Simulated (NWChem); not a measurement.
Species: hydronium (H$_{3}$O cation); SMILES [OH3+]

Results from NWChem. All runs use the structure optimised with B3LYP/6-31G* (spherical d). Vertical excitations in the gas phase; the lowest state need not have the same character in each row.

```csv
level,"lowest excitation, singlet (eV)",oscillator strength of that lowest state,orbital gap (eV)
"PBE/def2-SVPD, TDA",10.94,0.042,10.54
"B3LYP/def2-SVPD, TDA",11.32,0.041,12.77
"PBE0/def2-SVPD, TDA",…,0.042,…
"LDA (Slater exchange, VWN5)/def2-SVPD, TDA",11.08,0.043,10.67
```

Complete the blanks.


- PBE0/def2-SVPD, TDA, lowest excitation, singlet (eV): 11.67
- PBE0/def2-SVPD, TDA, orbital gap (eV): 13.60
